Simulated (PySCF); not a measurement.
## B²⁺: excitation energy

B²⁺ [He] 2s1 (2S) → B²⁺ [He] 3d1 (2D), as a difference of total energies. Computed with PySCF 2.14 in aug-cc-pwCVTZ, with no relativity, point nucleus. Correlated levels: valence and next inner shell: nothing frozen. The calculations carry no spin-orbit coupling.

```csv
method,excitation energy (eV)
UHF,24.258
LDA,23.809
PBE,23.697
r2SCAN,23.701
HSE06,23.854
BHandHLYP,24.181
wB97X,23.268
MP2 (valence and next inner shell),24.331
SCS-MP2 (valence and next inner shell),24.323
```

**Question.** Estimate what CAM-B3LYP gives.

**Answer.** 24.232 eV, closest to UHF among the rows shown.

**Question.** Estimate what PBE0 gives.

**Answer.** 23.869 eV, closest to HSE06 among the rows shown.

The promoted electron is Rydberg-like, and one or two diffuse shells describe it only roughly, which tends to raise the upper state.
